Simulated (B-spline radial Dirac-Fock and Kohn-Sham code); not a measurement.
## Dipole and non-dipole photoemission parameters of Te⁶⁺ 3d3/2

System: tellurium as Te⁶⁺, 1s2 2s2 2p6 3s2 3p6 3d10 4s2 4p6 4d10; threshold 670.8 eV (orbital energy of the model). Model: Dirac-Hartree-Slater photoionisation with a Latter tail; cross sections with all multipoles, angular parameters from the dipole term and its interference with E2. Program: an atomic code on a B-spline grid.

Input of the calculation (task.json; shells as n, l, electrons):

```json
{"items": [{
  "Z": 52,
  "q": 6,
  "cfg": [[1, 0, 2], [2, 0, 2], [2, 1, 6], [3, 0, 2], [3, 1, 6], [3, 2, 10], [4, 0, 2], [4, 1, 6], [4, 2, 10]],
  "A": 130,
  "rrms": 4.7423,
  "do": "xps",
  "hv": [60, 60.6, 61.4, 150, 199.0, 269.0, 296.0, 392.0, 600, 947.0, 1000, 1040.0, 1050.0, 1140.0, 1486.9, 1500.0, 1640.0, 2000, 2150.0, 2400.0, 2770.0, 3110.0, 3510.0, 4510.0, 6000, 8800.0, 10900.0, 12000, 12300.0, 12700.0]
}]}
```

Launch: `python xray2_run.py task.json out`

For linearly polarised light dσ/dΩ = σ/(4π) [1 + β P₂(cos θ) + (δ + γ cos²θ) sin θ cos φ], with θ from the polarisation vector and φ the angle between the beam and the projection of the electron momentum on the plane normal to the polarisation.

```
hν (eV)  σ (kb)      β       γ      δ
    947     547  0.868  -0.082  0.017
   1000     482  0.932  -0.071  0.021
   1040     439  0.973  -0.060  0.024
   1050     429  0.982  -0.057  0.025
   1140     348  1.054  -0.028  0.031
 1486.9     171  1.194   0.108  0.047
   1500     167  1.196   0.114  0.047
   1640     130  1.220   0.171  0.052
   2000    72.7  1.243   0.312  0.064
   2150    58.5  1.244   0.366  0.069
   2400    41.9  1.238   0.453  0.076
   2770    26.8  1.220   0.569  0.087
   3110    18.5  1.197   0.665  0.097
   3510    12.5  1.167   0.765  0.108
   4510    5.39  1.090   0.970  0.138
   6000    2.00  0.986   1.200  0.184
   8800   0.496  0.833   1.481  0.269
  10900       ?      ?       ?      ?
  12000   0.153  0.707   1.680  0.362
  12300   0.139  0.697   1.694  0.370
  12700   0.123  0.684   1.711  0.382
```

Q: Give the values at 10900 eV.

A: σ = 0.222 kb, β = 0.746, γ = 1.622, δ = 0.331.
